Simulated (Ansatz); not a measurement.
Coupled-cluster diagnostics for the cluster Y2O3⁻, Ansatz.

Geometry of the doublet (PBE-D4/def2-SVPD):

```xyz
5

Y     0.148    0.902   -1.307
Y    -0.684   -0.603    1.309
O    -1.409    0.788    0.005
O     1.279    0.002    0.408
O     0.666   -1.089   -0.415
```

In the def2 sets Y takes a core potential; there is no spin–orbit coupling. Correlated methods freeze 3 core orbitals; core or outer-core shells of Y are correlated, in sets that lack core-valence functions. The structure holds 1 bond(s) between oxygen atoms. Another isomer (doublet) lies 3.36 eV lower at PBE0-D4/def2-TZVPD; other spin states weren't run for this one.

Q: Estimate the CCSD(T) correlation energy, the shares of MP2 and (T), T1 and the reference's ⟨S²⟩ for: charge -1, doublet, own geometry in def2-SVPD; and the rough time on 4 threads of Intel Xeon on a shared host.

A: 
| state | basis | correlation (eV) | MP2 share (%) | (T) share (%) | T1 | ⟨S²⟩ (pure) | wall time | remarks |
| --- | --- | --- | --- | --- | --- | --- | --- | --- |
| charge -1, doublet, own geometry | def2-SVPD | -27.981 | 94.8 | 4.4 | 0.063 | 1.54 (0.75) | 3.8 min | large T1, spin-contaminated |
Customary marks for T1 are 0.02 (closed shells), 0.045 (open shells) and about 0.05 (3d metals). T1 exceeds 0.02 in 1 of 1 rows and 0.045 in 1; the higher it lies, the less the single-reference result can be trusted.
